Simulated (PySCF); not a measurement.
Cd(I)(GeH3) (CdGeH3I), SMILES [GeH3][Cd][I]. Heavy atoms are numbered as in [Cd:1]([I:2])[GeH3:3]. Hydrogens are named by the atom that carries them.

Geometry optimised at r2SCAN-D4/def2-SVP. The structure was generated by enumeration; whether it is a known compound was not checked. The def2 effective core potentials stand for the cores of Cd, I; spin–orbit coupling is left out.

These are M06-2X/def2-TZVPD (PySCF) values and carry that method's errors.

Mulliken values depend strongly on the basis, most of all with diffuse functions as here. ESP charges are fitted to the potential on shells at 1.4 to 2.0 van der Waals radii. Atomic charges (e), one atom of each kind:

| atom | ESP fit | Mulliken |
|---|---|---|
| Cd1 | … | 0.66 |
| I2 | … | -0.45 |
| Ge3 (GeH3) | … | -0.54 |
| H on Ge3 | … | 0.11 |

### Question
Some entries are withheld; supply them. (An estimate is asked for; the answer gives what the named calculation found.)

### Answer

- Cd1, ESP fit: 0.47
- I2, ESP fit: -0.34
- Ge3 (GeH3), ESP fit: -0.10
- H on Ge3, ESP fit: -0.01
